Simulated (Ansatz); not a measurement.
Ga(I)3 cation (GaI3), SMILES [I][Ga]([I])[I] (connectivity only; charge and spin as stated), charge +1, multiplicity 2. Atoms are numbered in the order given.

```xyz
4

Ga    -0.0003     0.0000     0.0000
I     -2.4729     0.0000     0.0000
I      1.2366     2.1411     0.0000
I      1.2366    -2.1411     0.0000
```
Charge +1, spin multiplicity 2.

Geometry: r2SCAN-D4/def2-SVP. The multiplicity is an assumed one; no other spin state was optimised. The isomer is the one that the SMILES or the coordinates give; other isomers of the formula were not compared. The def2 effective core potentials stand for the cores of I; spin–orbit coupling is left out.

Two levels are set side by side: PBE-D3(BJ)/def2-SVP (Ansatz, an electronic-structure program) and r2SCAN-D4/def2-SVP (Ansatz). Each level has its own optimised geometry; the coordinates shown are those of the second. Differences are taken from unrounded values.

```
quantity              r2SCAN-D4  PBE-D3(BJ)  PBE-D3(BJ) minus r2SCAN-D4
--------------------  ---------  ----------  --------------------------
mean bond length (Å)      2.473       2.494                       0.022
bond Ga1–I2 (Å)           2.473       2.494                       0.022
bond Ga1–I3 (Å)           2.473       2.494                       0.022
bond Ga1–I4 (Å)           2.473       2.494                       0.022
```

On these quantities the two levels nearly agree.
